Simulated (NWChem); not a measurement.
# C2H2BrCl; SMILES Cl/C=C\Br

```xyz
6

Cl     0.5492    -2.0850     0.0000
C     -0.9737    -1.3041     0.0000
C     -1.1617     0.0162     0.0000
Br     0.2013     1.2880     0.0000
H     -1.8320    -1.9808     0.0000
H     -2.1718     0.4298     0.0000
```
Atoms are numbered in this order, from 1.

All runs: NWChem. Geometry optimised at PBE0/def2-SVP; all other runs use it. This build's default masses of Se (78.918 u) and Br (79.917 u) are each other's, which moves their modes by up to 0.6 %.

```
quantity                                                 level       value
-----------------------------------------  -------------------  ----------
vertical, lowest excitation, singlet (eV)  PBE0/def2-SVPD, TDA  (withheld)
anisotropy (bohr³), static                      PBE0/def2-SVPD        32.3
vertical ionisation energy, ΔSCF (eV)             PBE/def2-SVP        9.12
solvation free energy (kcal/mol) in water   PBE0/def2-SVP, SMD        -0.9
dipole (D)                                       PBE0/def2-SVP  (withheld)
highest harmonic frequency (cm⁻¹)                PBE0/def2-SVP  (withheld)
```

Question: Fill in the missing entries.

Answer: 
- vertical, lowest excitation, singlet (eV), value: 5.57
- dipole (D), value: 1.67
- highest harmonic frequency (cm⁻¹), value: 3251
